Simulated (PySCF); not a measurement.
C₄H₁₀OSi, SMILES [SiH2](O)C1(C)CC1.

Geometry optimised at B3LYP-D3(BJ)/def2-SVP. The structure was generated by enumeration, and PubChem lists no compound with its InChIKey, so it may never have been made. Other conformers were not sampled.

Level of theory: TDA-PBE/def2-SVPD in PySCF.

Vertical excitations. The molecule is in vacuum.

Computed lowest excited states:
```tsv
state	energy (eV)	λ (nm)	f	main pairs
S1	5.94	209	0.003	HOMO→LUMO 99 %
S2	6.26	198	0.024	HOMO−1→LUMO 99 %
S3	6.67	186	0.001	HOMO−2→LUMO 99 %
S4	6.74	184	0.016	HOMO→LUMO+1 99 %
S5	7.03	176	0.023	HOMO−1→LUMO+1 99 %
S6	7.25	171	0.003	HOMO−3→LUMO 98 %
T1	5.78	214	0	HOMO→LUMO 99 %
T2	6.13	202	0	HOMO−1→LUMO 99 %
```
Triplets are in the Tamm–Dancoff approximation.
